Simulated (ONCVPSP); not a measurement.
## Ge, ONCV: configuration errors across variants

germanium, optimised norm-conserving Vanderbilt (ONCV), made with ONCVPSP 4.0.1 (PW91, scalar-relativistic). Core [Ar], reference 3d10 4s2 4p2. Waves: 4s: rc 1.80 bohr, ncon 4, nbas 8, qcut 3.9 1/bohr, 1 projector; 4p: rc 2.00 bohr, ncon 4, nbas 8, qcut 4.8 1/bohr, 3 projectors, debl 1.3 Ha; 3d: rc 0.95 bohr, ncon 4, nbas 8, qcut 15.8 1/bohr, local. Local part: the d channel. Core correction: none.

All-electron excitation energies from the reference (eV): (1) 3d10 4s2 4p1 7.502; (2) 3d10 4s2 4p0 23.027; (3) 3d10 4s1 4p0 57.928; (4) 3d10 4s2 4p1.5 2.828.

2 further variants failed, have other tests or too few solved ones, and are left out.

A true bound ghost makes a file unfit for plane-wave use even where its test errors are small: the radial tests pick states by their node count and pass the ghost by.

Errors AE − PS in meV (a dash: test not solved or not reliable):

| change | (1) | (2) | (3) | (4) | bound ghosts | GHOST(+) flags above zero |
| --- | --- | --- | --- | --- | --- | --- |
| base | -0.5 | +2.9 | +29 | -0.3 | s, p | none |
| s: rc 1.5 | -0.5 | +2.1 | +27 | -0.3 | s, p | none |
| s: rc 2.36 | +0.6 | +14 | +27 | -0.1 | s, p | none |
| d: qcut 15 | -0.6 | +2.6 | – | -0.3 | s | p |
| d: nproj 1; local potential polynomial inside 0.85 bohr (lpopt 5, dvloc0 1 Ha) | -1.0 | -0.9 | +18 | -0.4 | s | p |
| p: nbas 7 | -0.5 | +3.1 | – | -0.3 | s | p |
| all radii scaled by about 1.04 (s 1.88, p 2.08, d 0.98 bohr) | -0.5 | +2.9 | +28 | -0.3 | s, p | none |

(1) Give the same row for: s: qcut 3.

## Answers

(1) -0.4, +4.0, +35, -0.3; bound ghosts: s, p; GHOST(+) flags above zero: none.
